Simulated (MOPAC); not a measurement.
MOPAC input (PM6):

```
PM6 PRECISE GNORM=0.05 LET XYZ GEO-OK AUX(PRECISION=9) THREADS=1
C3H7F

C     1.59719000 1    0.19850800 1    0.10445900 1
C     0.46338900 1   -0.77883000 1   -0.19216200 1
C    -0.87644900 1   -0.31779300 1    0.33616100 1
F    -1.25734100 1    0.87869400 1   -0.28533300 1
H     1.39387400 1    1.17385600 1   -0.33824800 1
H     1.72301400 1    0.33829500 1    1.18087600 1
H     2.54353300 1   -0.16490300 1   -0.29847000 1
H     0.37565500 1   -0.94347200 1   -1.26960800 1
H     0.67488600 1   -1.75442200 1    0.25804700 1
H    -0.83724600 1   -0.12031800 1    1.41107300 1
H    -1.66243200 1   -1.04858800 1    0.13357300 1
```

Output:

```
 *******************************************************************************
 **                                                                           **
 **                              MOPAC v23.2.5                                **
 **                                                                           **
 *******************************************************************************
 ** MOPAC's Digital Object Identifier: https://doi.org/10.5281/zenodo.6511958 **
 **                                                                           **
 ** Please cite the open-source release paper for use of this MOPAC version:  **
 ** J. E. Moussa and J. J. P. Stewart (2026)                                  **
 ** MOPAC: An open-source semiempirical molecular orbital program             **
 ** J. Open Source Softw., 11(119), 8025, https://doi.org/10.21105/joss.08025 **
 *******************************************************************************

                              PM6 CALCULATION RESULTS

 *******************************************************************************
 *  PM6        - The PM6 Hamiltonian to be used
 *  GEO-OK     - OVERRIDE INTERATOMIC DISTANCE AND OTHER SAFETY CHECKS
 *  LET        - OVERRIDE SOME SAFETY CHECKS
 *  PRECISE    - TIGHTER CRITERIA TO BE USED
 *  XYZ        - CARTESIAN COORDINATE SYSTEM TO BE USED
 *  GNORM      - EXIT WHEN GRADIENT NORM DROPS BELOW 0.050
 *  AUX        - OUTPUT AUXILIARY INFORMATION
 *******************************************************************************
PM6 PRECISE GNORM=0.05 LET XYZ GEO-OK AUX(PRECISION=9) THREADS=1
 C3H7F

   ATOM   CHEMICAL          X               Y               Z
  NUMBER   SYMBOL      (ANGSTROMS)     (ANGSTROMS)     (ANGSTROMS)

     1       C          1.59719000  *   0.19850800  *   0.10445900  *
     2       C          0.46338900  *  -0.77883000  *  -0.19216200  *
     3       C         -0.87644900  *  -0.31779300  *   0.33616100  *
     4       F         -1.25734100  *   0.87869400  *  -0.28533300  *
     5       H          1.39387400  *   1.17385600  *  -0.33824800  *
     6       H          1.72301400  *   0.33829500  *   1.18087600  *
     7       H          2.54353300  *  -0.16490300  *  -0.29847000  *
     8       H          0.37565500  *  -0.94347200  *  -1.26960800  *
     9       H          0.67488600  *  -1.75442200  *   0.25804700  *
    10       H         -0.83724600  *  -0.12031800  *   1.41107300  *
    11       H         -1.66243200  *  -1.04858800  *   0.13357300  *

          CARTESIAN COORDINATES

    NO.       ATOM           X           Y           Z

     1         C          1.5972      0.1985      0.1045
     2         C          0.4634     -0.7788     -0.1922
     3         C         -0.8764     -0.3178      0.3362
     4         F         -1.2573      0.8787     -0.2853
     5         H          1.3939      1.1739     -0.3382
     6         H          1.7230      0.3383      1.1809
     7         H          2.5435     -0.1649     -0.2985
     8         H          0.3757     -0.9435     -1.2696
     9         H          0.6749     -1.7544      0.2580
    10         H         -0.8372     -0.1203      1.4111
    11         H         -1.6624     -1.0486      0.1336

 General Reference for PM6:
 "Optimization of Parameters for Semiempirical Methods V: Modification of NDDO Approximations
 and Application to 70 Elements", J. J. P. Stewart, J. Mol. Mod., 13, 1173-1213 (2007)
 URL: https://link.springer.com/article/10.1007/s00894-007-0233-4

           Empirical Formula: C3 H7 F  =    11 atoms

      MOLECULAR POINT GROUP   :   C1

      RHF CALCULATION, NO. OF DOUBLY OCCUPIED LEVELS = 13

          Geometry optimization using EF

          DIAGONAL MATRIX USED AS START HESSIAN

 CYCLE:     1  GRAD.:    41.957 HEAT: -65.19800
 CYCLE:     2  GRAD.:   463.655 HEAT: -35.58995
 CYCLE:     3  GRAD.:    70.439 HEAT: -63.70921
 CYCLE:     4  GRAD.:   173.809 HEAT: -54.45623
 CYCLE:     5  GRAD.:    72.694 HEAT: -63.91537
 CYCLE:     6  GRAD.:   150.980 HEAT: -56.77177
 CYCLE:     7  GRAD.:   105.773 HEAT: -59.77423
 CYCLE:     8  GRAD.:   103.243 HEAT: -61.93486
 CYCLE:     9  GRAD.:   107.936 HEAT: -61.13841
 CYCLE:    10  GRAD.:   104.155 HEAT: -60.34264
 CYCLE:    11  GRAD.:    98.178 HEAT: -61.12212
 CYCLE:    12  GRAD.:    95.216 HEAT: -61.84724
 CYCLE:    13  GRAD.:    88.371 HEAT: -62.75843
 CYCLE:    14  GRAD.:   106.178 HEAT: -60.10050
 CYCLE:    15  GRAD.:    95.062 HEAT: -62.04188
 CYCLE:    16  GRAD.:   121.669 HEAT: -59.31358
 CYCLE:    17  GRAD.:    60.100 HEAT: -64.34978
 CYCLE:    18  GRAD.:    92.465 HEAT: -60.51202
 CYCLE:    19  GRAD.:     8.452 HEAT: -66.16950
 CYCLE:    20  GRAD.:    22.717 HEAT: -65.99666
 CYCLE:    21  GRAD.:     4.570 HEAT: -66.19980
 CYCLE:    22  GRAD.:     3.147 HEAT: -66.20642
 CYCLE:    23  GRAD.:     0.849 HEAT: -66.21296
 CYCLE:    24  GRAD.:     1.143 HEAT: -66.21765
 CYCLE:    25  GRAD.:     3.939 HEAT: -66.23660
 CYCLE:    26  GRAD.:     5.272 HEAT: -66.25731
 CYCLE:    27  GRAD.:     4.209 HEAT: -66.28531
 CYCLE:    28  GRAD.:     3.223 HEAT: -66.28765
 CYCLE:    29  GRAD.:     0.371 HEAT: -66.29488
 CYCLE:    30  GRAD.:     0.273 HEAT: -66.29521
 CYCLE:    31  GRAD.:     2.483 HEAT: -66.29347
 CYCLE:    32  GRAD.:     0.784 HEAT: -66.29721
 CYCLE:    33  GRAD.:     0.545 HEAT: -66.29785
 CYCLE:    34  GRAD.:     1.207 HEAT: -66.29954
 CYCLE:    35  GRAD.:     0.726 HEAT: -66.30069
 CYCLE:    36  GRAD.:     0.738 HEAT: -66.30280
 CYCLE:    37  GRAD.:     0.752 HEAT: -66.30440
 CYCLE:    38  GRAD.:     0.942 HEAT: -66.30670
 CYCLE:    39  GRAD.:     0.324 HEAT: -66.30765
 CYCLE:    40  GRAD.:     0.170 HEAT: -66.30797
 CYCLE:    41  GRAD.:     0.138 HEAT: -66.30812
 CYCLE:    42  GRAD.:     0.058 HEAT: -66.30821
 CYCLE:    43  GRAD.:     0.051 HEAT: -66.30817
 CYCLE:    44  GRAD.:     0.026 HEAT: -66.30821

     GRADIENT =  0.02638 IS LESS THAN CUTOFF =  0.05000

 -------------------------------------------------------------------------------
 PM6 PRECISE GNORM=0.05 LET XYZ GEO-OK AUX(PRECISION=9) THREADS=1
 C3H7F

     GEOMETRY OPTIMISED USING EIGENVECTOR FOLLOWING (EF).
     SCF FIELD WAS ACHIEVED

                              PM6 CALCULATION
                                                       MOPAC v23.2.5 Linux

          FINAL HEAT OF FORMATION =        -66.30821 KCAL/MOL =    -277.43354 KJ/MOL

          COSMO AREA              =        103.51 SQUARE ANGSTROMS
          COSMO VOLUME            =         87.80 CUBIC ANGSTROMS

          GRADIENT NORM           =          0.02638          =       0.00795 PER ATOM
          IONIZATION POTENTIAL    =         11.943007 EV
          HOMO LUMO ENERGIES (EV) =        -11.943  3.294
          NO. OF FILLED LEVELS    =         13
          MOLECULAR WEIGHT        =         62.0867         POINT GROUP:  C1

          MOLECULAR DIMENSIONS (Angstroms)

            Atom       Atom       Distance
            H    11    H     7     4.34372
            H     9    F     4     3.00931
            H     8    H     6     2.84067

          SCF CALCULATIONS        =         45

   ATOM   CHEMICAL          X               Y               Z
  NUMBER   SYMBOL      (ANGSTROMS)     (ANGSTROMS)     (ANGSTROMS)

     1       C          1.62352731  *   0.17027022  *   0.13672092  *
     2       C          0.46133572  *  -0.75000683  *  -0.22190526  *
     3       C         -0.86877892  *  -0.27574462  *   0.36538427  *
     4       F         -1.32931068  *   0.81087589  *  -0.34050632  *
     5       H          1.46391859  *   1.18712467  *  -0.24469861  *
     6       H          1.76317711  *   0.24793893  *   1.22084140  *
     7       H          2.56431112  *  -0.19361952  *  -0.29207996  *
     8       H          0.38166045  *  -0.83876842  *  -1.32573989  *
     9       H          0.66847890  *  -1.77626146  *   0.14414363  *
    10       H         -0.77372896  *   0.05218160  *   1.41743077  *
    11       H         -1.65437778  *  -1.05088388  *   0.28731046  *

                             CARTESIAN COORDINATES

   1    C        1.623527305     0.170270217     0.136720921
   2    C        0.461335718    -0.750006833    -0.221905257
   3    C       -0.868778917    -0.275744624     0.365384268
   4    F       -1.329310683     0.810875894    -0.340506324
   5    H        1.463918586     1.187124667    -0.244698614
   6    H        1.763177113     0.247938935     1.220841396
   7    H        2.564311117    -0.193619517    -0.292079956
   8    H        0.381660449    -0.838768417    -1.325739889
   9    H        0.668478905    -1.776261462     0.144143633
  10    H       -0.773728957     0.052181599     1.417430770
  11    H       -1.654377780    -1.050883885     0.287310462

           Empirical Formula: C3 H7 F  =    11 atoms

      MOLECULAR POINT GROUP   :   C1

                  EIGENVALUES
 -40.76508 -27.98752 -24.17429 -20.79751 -17.01464 -16.82235 -15.93317 -14.50122
 -14.44457 -13.53314 -12.20221 -12.08231 -11.94301   3.29445   3.83744   4.22856
   5.32744   5.39357   5.59673   5.79803   5.97683   6.22243   6.77754

              NET ATOMIC CHARGES AND DIPOLE CONTRIBUTIONS

  ATOM NO.   TYPE          CHARGE      No. of ELECS.   s-Pop       p-Pop
    1          C          -0.450983        4.4510     1.08070     3.37028
    2          C          -0.265530        4.2655     1.08543     3.18010
    3          C          -0.068716        4.0687     1.12508     2.94363
    4          F          -0.201303        7.2013     1.97253     5.22878
    5          H           0.157108        0.8429     0.84289
    6          H           0.146021        0.8540     0.85398
    7          H           0.146164        0.8538     0.85384
    8          H           0.147965        0.8520     0.85204
    9          H           0.137180        0.8628     0.86282
   10          H           0.129239        0.8708     0.87076
   11          H           0.122856        0.8771     0.87714
 DIPOLE           X         Y         Z       TOTAL
 POINT-CHG.     0.864    -1.526     0.864     1.955
 HYBRID        -0.040     0.175    -0.088     0.200
 SUM            0.824    -1.351     0.776     1.762

          ATOMIC ORBITAL ELECTRON POPULATIONS

     Atom    s        px        py        pz
    1  C   1.08070   1.08002   1.12799   1.16227
    2  C   1.08543   0.97649   1.07248   1.13113
    3  C   1.12508   1.00704   0.92049   1.01610
    4  F   1.97253   1.90150   1.52740   1.79988
    5  H   0.84289
    6  H   0.85398
    7  H   0.85384
    8  H   0.85204
    9  H   0.86282
   10  H   0.87076
   11  H   0.87714

 **********************
 *                    *
 * JOB ENDED NORMALLY *
 *                    *
 **********************

 == MOPAC DONE ==
```

The geometry given is a B3LYP-D3(BJ)/def2-TZVP minimum.
